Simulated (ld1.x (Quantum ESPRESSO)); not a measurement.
**lutetium (Lu): PAW pseudisation with PBEsol, scalar-relativistic reference atom.**

Input for ld1.x (Quantum ESPRESSO) 7.5:

```
&input
   title='Lu', zed=71., rel=1, dft='PBESOL', iswitch=3,
   config='[Xe] 4f14 5d1 6s2 6p0',
   nld=4, rlderiv=3.80, eminld=-4.0, emaxld=5.0, deld=0.02
 /
 &inputp
   pseudotype=3, lpaw=.true., tm=.true., lloc=-1, rcloc=1.00,
   nlcc=.true., new_core_ps=.true., rcore=0.65,
   which_augfun='PSQ', rmatch_augfun_nc=.true.,
   file_pseudopw='Lu.UPF', file_wfcaegen='ae.wfc', file_wfcncgen='nc.wfc', file_beta='beta', file_chi='chi', file_wfcusgen='us.wfc'
 /
8
6S  1  0   2.00   0.00  2.35  3.15  0.0
6S  1  0   0.00   3.75  2.35  3.15  0.0
5P  2  1   6.00   0.00  1.85  2.30  0.0
6P  3  1   0.00   0.00  1.85  2.30  0.0
5D  3  2   1.00   0.00  3.05  3.50  0.0
5D  3  2   0.00   4.20  3.05  3.50  0.0
4F  4  3  14.00   0.00  0.80  0.85  0.0
4F  4  3   0.00  -0.05  0.80  0.85  0.0
 &test
   configts(1)='4f14 5p6 5d1 6s2 6p0'
 /
```

Command:

```bash
ld1.x < Lu.in > Lu.out
```

The program printed (shortened: banner, matrices, multipoles, cross overlaps and the repeated all-electron block are left out):

```
Program LD1 v.7.5
     --------------------------- All-electron run ----------------------------

     Lu
     scalar relativistic calculation

     atomic number is 71.00
     dft =PBESOL   lsd =0 sic =0 latt =0  beta=0.20 tr2=1.0E-14
     Exchange-correlation= PBESOL
                           (   1   4  10   8   0   0   0)
     mesh =1271 r(mesh) = 100.71756 a.u. xmin = -7.00 dx = 0.01250
     1 Ry =  13.60569312 eV, c = 137.03599908

     n l     nl                  e(Ry)          e(Ha)          e(eV)
     1 0     1S 1( 2.00)     -4646.7559     -2323.3779    -63222.3348
     2 0     2S 1( 2.00)      -791.0084      -395.5042    -10762.2176
     2 1     2P 1( 6.00)      -695.9169      -347.9585     -9468.4322
     3 0     3S 1( 2.00)      -179.2431       -89.6216     -2438.7273
     3 1     3P 1( 6.00)      -150.7136       -75.3568     -2050.5628
     4 0     4S 1( 2.00)       -35.6600       -17.8300      -485.1794
     4 1     4P 1( 6.00)       -26.2987       -13.1493      -357.8118
     3 2     3D 1(10.00)      -116.4633       -58.2317     -1584.5642
     5 0     5S 1( 2.00)        -4.4897        -2.2448       -61.0853
     5 1     5P 1( 6.00)        -2.3283        -1.1642       -31.6787
     4 2     4D 1(10.00)       -14.0943        -7.0472      -191.7629
     4 3     4F 1(14.00)        -0.7094        -0.3547        -9.6518
     5 2     5D 1( 1.00)        -0.1299        -0.0650        -1.7675
     6 0     6S 1( 2.00)        -0.3436        -0.1718        -4.6756
     6 1     6P 1( 0.00)        -0.0970        -0.0485        -1.3193

     final scf error:  1.9E-15 reached in  34 iterations

     Etot =  -29117.769752 Ry,  -14558.884876 Ha, -396167.439666 eV

     Ekin =   31818.618912 Ry,   15909.309456 Ha,  432914.364518 eV
     Encl =  -71767.991384 Ry,  -35883.995692 Ha, -976453.266828 eV
     Eh   =   11422.952952 Ry,    5711.476476 Ha,  155417.192423 eV
     Exc  =    -591.350232 Ry,    -295.675116 Ha,   -8045.729779 eV

     normalization and overlap integrals

     s(1S/1S) =  1.000000  <r> =   0.0193  <r2> =    0.0005  r(max) =   0.0121
     s(2S/2S) =  1.000000  <r> =   0.0818  <r2> =    0.0079  r(max) =   0.0689
     s(2P/2P) =  1.000000  <r> =   0.0729  <r2> =    0.0065  r(max) =   0.0564
     s(3S/3S) =  1.000000  <r> =   0.2127  <r2> =    0.0517  r(max) =   0.1969
     s(3P/3P) =  1.000000  <r> =   0.2124  <r2> =    0.0523  r(max) =   0.1920
     s(4S/4S) =  1.000000  <r> =   0.4780  <r2> =    0.2581  r(max) =   0.4437
     s(4P/4P) =  1.000000  <r> =   0.5080  <r2> =    0.2937  r(max) =   0.4664
     s(3D/3D) =  1.000000  <r> =   0.1925  <r2> =    0.0435  r(max) =   0.1572
     s(5S/5S) =  1.000000  <r> =   1.1709  <r2> =    1.5449  r(max) =   1.0380
     s(5P/5P) =  1.000000  <r> =   1.3946  <r2> =    2.2185  r(max) =   1.1910
     s(4D/4D) =  1.000000  <r> =   0.5477  <r2> =    0.3483  r(max) =   0.4782
     s(4F/4F) =  1.000000  <r> =   0.7247  <r2> =    0.7013  r(max) =   0.4664
     s(5D/5D) =  1.000000  <r> =   2.9076  <r2> =   10.8458  r(max) =   1.8447
     s(6S/6S) =  1.000000  <r> =   3.6304  <r2> =   15.0329  r(max) =   3.0414
     s(6P/6P) =  1.000000  <r> =   5.3330  <r2> =   33.1609  r(max) =   4.2623

     ------------------------ End of All-electron run ------------------------

     --------------------- Generating PAW atomic setup --------------------

      Generating local potential from pseudized AE potential:
      Matching radius rcloc =   1.0000

      Local pseudo, rcloc= 1.012 Estimated cut-off energy=    24.24 Ry

      Computing core charge for nlcc:

       r > 0.65 : true rho core
      Core charge pseudized with two Bessel functions
      Integrated core pseudo-charge :  29.23
      Wfc-us  6S rcutus= 3.118  Estimated cut-off energy=     4.60 Ry
      Wfc-us  6S rcutus= 3.118  Estimated cut-off energy=    12.13 Ry
      Wfc-us  5P rcutus= 2.310  Estimated cut-off energy=    16.08 Ry
      Wfc-us  6P rcutus= 2.310  Estimated cut-off energy=    29.95 Ry
      Wfc-us  5D rcutus= 3.534  Estimated cut-off energy=     9.23 Ry
      Wfc-us  5D rcutus= 3.534  Estimated cut-off energy=    15.45 Ry
      Wfc-us  4F rcutus= 0.850  Estimated cut-off energy=   217.56 Ry
      Wfc-us  4F rcutus= 0.850  Estimated cut-off energy=   221.41 Ry

     Required augmentation: PSQ   radius:    3.500000
      Problem with multipole  5  2:  5  2 l3=  4      0.0000101

     Q pseudized with Bessel functions
     Expected ecutrho=     950.3910 due to l1=  2   l2=  3

     Estimated PAW energy = -992.697865 Ryd

     ------------------- End of pseudopotential generation -------------------

     Computing logarithmic derivative in   3.78517
     Computing logarithmic derivative in   3.78517
     Computing the partial wave expansion
     R is outside the sphere for l=    0 j= 0.00
     R is outside the sphere for l=    0 j= 0.00
     R is outside the sphere for l=    1 j= 0.00
     R is outside the sphere for l=    1 j= 0.00
     R is outside the sphere for l=    2 j= 0.00
     R is outside the sphere for l=    2 j= 0.00
     R is outside the sphere for l=    3 j= 0.00
     R is outside the sphere for l=    3 j= 0.00

     ---------------------- Testing the pseudopotential ----------------------

     Lu
     scalar relativistic calculation

     atomic number is 71.00   valence charge is 23.00
     dft = SLA  PW   PSX  PSC   lsd =0 sic =0 latt =0  beta=0.20 tr2=1.0E-14
     mesh =1271 r(mesh) = 100.71756 xmin = -7.00 dx = 0.01250

     n l     nl             e AE (Ry)        e PS (Ry)    De AE-PS (Ry)
     4 3     4F   1(14.00)       -0.70939       -0.70939        0.00000
     2 1     5P   1( 6.00)       -2.32834       -2.32835        0.00001
     3 2     5D   1( 1.00)       -0.12991       -0.12991        0.00000
     1 0     6S   1( 2.00)       -0.34365       -0.34365        0.00000
     3 1     6P   1( 0.00)       -0.09697       -0.09697        0.00000

     eps = 2.6E-15  iter = 10

     Etot =  -29117.769752 Ry,  -14558.884876 Ha, -396167.439666 eV
     Etotps =  -992.697717 Ry,    -496.348858 Ha,  -13506.340498 eV

     Ekin =     930.162019 Ry,     465.081010 Ha,   12655.498991 eV
     Encl =   -1786.434375 Ry,    -893.217187 Ha,  -24305.677887 eV
     Ehrt =     454.924863 Ry,     227.462432 Ha,    6189.568080 eV
     Ecxc =    -591.350224 Ry,    -295.675112 Ha,   -8045.729682 eV
     (Ecc =    -121.225720 Ry,     -60.612860 Ha,   -1649.359942 eV)

     ---------------------- End of pseudopotential test ----------------------
```

The ghost test of this file was not conclusive. Its overlap operator is not positive definite in a basis up to 400 Ry (lowest eigenvalue s -0.02, p -0.58), so the file is unfit for use: the generalised eigenproblem breaks down once the basis is large enough, and its test numbers describe a broken file.

Generation and configuration tests took about 3.5 s on one core of a shared server CPU.

Transferability test of the new file with ld1.x, input:

```
&input
   title='Lu', zed=71., rel=1, dft='PBESOL', iswitch=2,
   config='[Xe] 4f14 5d1 6s2 6p0'
 /
 &test
   file_pseudo='Lu.UPF', nconf=8,
   configts(1)='4f14 5p6 5d1 6s2 6p0',
   configts(2)='4f14 5p6 5d1 6s1 6p0',
   configts(3)='4f14 5p6 5d1 6s0 6p0',
   configts(4)='4f14 5p6 5d0 6s0 6p0',
   configts(5)='4f14 5p6 5d0 6s2 6p1',
   configts(6)='4f14 5p6 5d2 6s1 6p0',
   configts(7)='4f14 5p6 5d1 6s0 6p2',
   configts(8)='4f14 5p6 5d2 6s0 6p0'
 /
```

```bash
ld1.x < Lu.test.in > Lu.test.out
```

Pseudopotential blocks of its output, shortened (energy terms left out; the distinct warnings before each block abridged to one line each):

```
     ---------------------- Testing the pseudopotential ----------------------

     n l     nl             e AE (Ry)        e PS (Ry)    De AE-PS (Ry)
     4 3     4F   1(14.00)       -0.70939       -0.70939        0.00000
     2 1     5P   1( 6.00)       -2.32834       -2.32835        0.00001
     3 2     5D   1( 1.00)       -0.12991       -0.12991        0.00000
     1 0     6S   1( 2.00)       -0.34365       -0.34365        0.00000
     3 1     6P   1( 0.00)       -0.09697       -0.09697        0.00000

     eps = 3.8E-15  iter = 10

     Etot =  -29117.769752 Ry,  -14558.884876 Ha, -396167.439666 eV
     Etotps =  -992.697717 Ry,    -496.348858 Ha,  -13506.340501 eV

     ---------------------- End of pseudopotential test ----------------------

          Warning: n=3, l=2 expected 0 nodes, found 1
     ---------------------- Testing the pseudopotential ----------------------

     n l     nl             e AE (Ry)        e PS (Ry)    De AE-PS (Ry)
     4 3     4F   1(14.00)       -1.20411       -1.19828       -0.00583  !
     2 1     5P   1( 6.00)       -2.82377       -2.82187       -0.00189
     3 2     5D   1( 1.00)       -0.58079       -0.58047       -0.00032
     1 0     6S   1( 1.00)       -0.75168       -0.75140       -0.00028
     3 1     6P   1( 0.00)       -0.44006       -0.44151        0.00145

     eps = 9.3E-15  iter = 25

     Etot =  -29117.226674 Ry,  -14558.613337 Ha, -396160.050714 eV
     Etotps =  -992.154511 Ry,    -496.077255 Ha,  -13498.949807 eV
     dEtot_ae =       0.543078 Ry
     dEtot_ps =       0.543206 Ry,   Delta E=      -0.000128 Ry

     ---------------------- End of pseudopotential test ----------------------

          BEWARE! Errors in PS-KS equations
     Warning: n=1, l=0 expected 0 nodes, found 2
     Warning: n=2, l=1 expected 0 nodes, found 2
     Warning: n=3, l=1 expected 1 nodes, found 3
     ---------------------- Testing the pseudopotential ----------------------

     n l     nl             e AE (Ry)        e PS (Ry)    De AE-PS (Ry)
     4 3     4F   1(14.00)       -1.78859       -2.70034        0.91175  !
     2 1     5P   1( 6.00)       -3.40712       -4.28205        0.87493  !
     3 2     5D   1( 1.00)       -1.10342       -1.43046        0.32704  !
     1 0     6S   1( 0.00)       -1.19811       -1.55755        0.35943  !
     3 1     6P   1( 0.00)       -0.82259       -0.82259        0.00000

     eps = 8.5E-15  iter =100

     Etot =  -29116.254984 Ry,  -14558.127492 Ha, -396146.830207 eV
     Etotps =  -991.146096 Ry,    -495.573048 Ha,  -13485.229626 eV
     dEtot_ae =       1.514767 Ry
     dEtot_ps =       1.551621 Ry,   Delta E=      -0.036853 Ry

     ---------------------- End of pseudopotential test ----------------------

          ---------------------- Testing the pseudopotential ----------------------

     n l     nl             e AE (Ry)        e PS (Ry)    De AE-PS (Ry)
     4 3     4F   1(14.00)       -2.66486       -2.70034        0.03549  !
     2 1     5P   1( 6.00)       -4.26410       -4.28205        0.01794  !
     3 2     5D   1( 0.00)       -1.84020       -1.97843        0.13823  !
     1 0     6S   1( 0.00)       -1.78754       -1.79404        0.00651  !
     3 1     6P   1( 0.00)       -1.32074       -1.32074        0.00000

     eps = 4.6E-15  iter = 15

     Etot =  -29114.792117 Ry,  -14557.396059 Ha, -396126.926885 eV
     Etotps =  -989.715641 Ry,    -494.857820 Ha,  -13465.767285 eV
     dEtot_ae =       2.977634 Ry
     dEtot_ps =       2.982076 Ry,   Delta E=      -0.004442 Ry

     ---------------------- End of pseudopotential test ----------------------

          ---------------------- Testing the pseudopotential ----------------------

     n l     nl             e AE (Ry)        e PS (Ry)    De AE-PS (Ry)
     4 3     4F   1(14.00)       -0.94065       -0.93680       -0.00384
     2 1     5P   1( 6.00)       -2.55366       -2.54603       -0.00763  !
     3 2     5D   1( 0.00)       -0.27675       -0.27714        0.00039
     1 0     6S   1( 2.00)       -0.44204       -0.43803       -0.00401
     3 1     6P   1( 1.00)       -0.15947       -0.15973        0.00026

     eps = 5.9E-15  iter = 24

     Etot =  -29117.697161 Ry,  -14558.848581 Ha, -396166.452022 eV
     Etotps =  -992.626875 Ry,    -496.313437 Ha,  -13505.376643 eV
     dEtot_ae =       0.072590 Ry
     dEtot_ps =       0.070842 Ry,   Delta E=       0.001748 Ry

     ---------------------- End of pseudopotential test ----------------------

          ---------------------- Testing the pseudopotential ----------------------

     n l     nl             e AE (Ry)        e PS (Ry)    De AE-PS (Ry)
     4 3     4F   1(14.00)       -0.63883       -0.62827       -0.01057  !
     2 1     5P   1( 6.00)       -2.26044       -2.25731       -0.00313
     3 2     5D   1( 2.00)       -0.09903       -0.09911        0.00009
     1 0     6S   1( 1.00)       -0.32650       -0.32667        0.00017
     3 1     6P   1( 0.00)       -0.09463       -0.09528        0.00065

     eps = 1.3E-15  iter = 27

     Etot =  -29117.548613 Ry,  -14558.774306 Ha, -396164.430917 eV
     Etotps =  -992.476219 Ry,    -496.238110 Ha,  -13503.326870 eV
     dEtot_ae =       0.221139 Ry
     dEtot_ps =       0.221498 Ry,   Delta E=      -0.000359 Ry

     ---------------------- End of pseudopotential test ----------------------
```

The test run then stopped with an error in new_paw_hamiltonian: “negative rho”.
